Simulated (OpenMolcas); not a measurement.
## Al+: CASPT2 settings compared

```
Program             : OpenMolcas 26.06
Basis               : ANO-RCC-VDZ [4s3p]
Scalar Hamiltonian  : DKH4, point nucleus
Active space        : 2 electrons in 4 orbitals (3s 3p)
State averaging     : 2S+1 = 3 even, 3 roots (0 in the spin-orbit step); 2S+1 = 1 even, 1 root; 2S+1 = 3 odd, 3 roots; 2S+1 = 1 odd, 3 roots (0 in the spin-orbit step)
Spin-orbit coupling : RASSI with atomic mean-field integrals over the reference wave functions, term energies averaged over their components
```

Methods on the same reference wave functions:
A. CASSCF
B. SS-CASPT2, IPEA 0.4 Eh, imaginary shift 0.2 Eh (closed shells correlated: 2s 2p)
C. SS-CASPT2, IPEA 0.3 Eh, sigma2 regulariser 0.2 Eh (closed shells correlated: 2s 2p)
D. SS-CASPT2, IPEA 0.4 Eh, sigma1 regulariser 0.15 Eh (closed shells correlated: 2s 2p)

Energies in eV above 3s² ¹S₀, the measured ground level; measured values from NIST Handbook of Basic Atomic Spectroscopic Data.

```csv
Level,A,B,C,D,Measured
3s² ¹S₀,0.0000,0.0000,0.0000,0.0000,0.0000
3s 3p ³P°₀,4.5952,4.607,4.607,4.607,4.6361
3s 3p ³P°₁,4.6015,4.614,4.613,4.614,4.6437
3s 3p ³P°₂,4.6143,4.626,4.626,4.626,4.6591
```

Deviations, from unrounded energies. A percentage is the sum of absolute deviations over the sum of measured energies, with the sign that they share, or ± where signs differ.

| Against measurement | Levels | A | B | C | D |
| --- | --- | --- | --- | --- | --- |
| mean absolute deviation (cm-1) | 3 | 340 | 250 | 250 | 250 |
| other configurations (%) | 3 | -0.9 | -0.7 | -0.7 | -0.7 |

B, C, D lie about equally close to measurement and A furthest from it. The largest miss of D in the table is 3s 3p ³P°₂, by -260 cm-1. The ranking rests on the paired levels alone, and a cruder setting can come out closer through cancelling errors.

Among B to D the level of the table that moves most is 3s 3p ³P°₀, by 5.1 cm-1 (lowest in C, highest in D).

The lowest spin-free term lies below A's lowest term by 0.033 hartree in B, 0.033 hartree in C, 0.033 hartree in D.

Without dynamic correlation excited terms often stand tens of per cent too high (terms of higher spin than the ground term too low), and those without a measured partner can miss by more than the paired ones (holds for A). Computed and measured levels are paired by configuration, term and J; levels that our copy of the source lacks, or whose pairing is in doubt (as where it misses far off the trend of its configuration), stay unpaired and out of the deviations. Only configurations of the active space appear.

° marks odd parity.
